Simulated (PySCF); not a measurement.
# Electronic structure of Cr⁺ (chromium, charge +1) at the UHF level

Configuration: [Ar] 3d4 4s1, high-spin 6D determinant (an excited configuration). Calculation: PySCF 2.14, in aug-cc-pVDZ (7s6p4d2f, 59 functions); the non-relativistic Hamiltonian (point nucleus).

```
Total energy                                                  : -1043.099386 hartree
One-electron energy                                           : -1428.2494 hartree
Hartree (Coulomb) energy                                      : 432.5619 hartree
Exchange energy                                               : -47.4119 hartree
Kinetic energy                                                : 1042.96462 hartree
⟨S²⟩                                                          : 8.7511
⟨L²⟩                                                          : 6.017
Sum of ⟨r⟩                                                    : 17.76 bohr
Sum of ⟨r²⟩                                                   : 27.12 bohr²
Traceless quadrupole moment −½Σ⟨3z² − r²⟩ along its main axis : -0.430 e·bohr²
Density at the nucleus (Gaussians lack the cusp)              : 9270 bohr⁻³
Spin density at the nucleus                                   : 3.69 bohr⁻³
Langevin diamagnetic susceptibility                           : -21.5 ×10⁻⁶ cm³/mol
```

```tsv
shell	electrons	mean orbital energy (eV)	spread (eV)	rms radius, mean of both spins (bohr)
1s α	1	-6010.8	0	0.0743
1s β	1	-6010.6	0	0.0743
2s α	1	-728.74	0	0.319
2s β	1	-726.01	0	0.319
2p α	3	-617.87	0.036	0.288
2p β	3	-615.23	0.786	0.288
3s α	1	-107.30	0	0.972
3s β	1	-98.717	0	0.972
3p α	3	-74.119	1.275	1.05
3p β	3	-63.919	1.960	1.05
3d α	4	-23.476	1.698	1.37
4s α	1	-14.234	0	3.23
```

Spin-orbit constants ζ (cm⁻¹) from the X2C one-electron operator on these orbitals (non-relativistic here): bare nucleus, nucleus screened by l(l+1)(2l+1)/3 electrons, and screened by the Breit-Pauli mean field of the electrons.

```json
{"shell": "2p", "bare": "47760", "screened nucleus": "43780", "mean field": "41920"}
{"shell": "3p", "bare": "5460", "screened nucleus": "5005", "mean field": "4757"}
{"shell": "3d", "bare": "484.5", "screened nucleus": "282.6", "mean field": "250.6"}
```

To first order the Landé constant is A = 50.13 cm⁻¹, so the lowest level has J = 1/2 and lies 0.0435 eV below the centre of the term. This holds in LS coupling only.
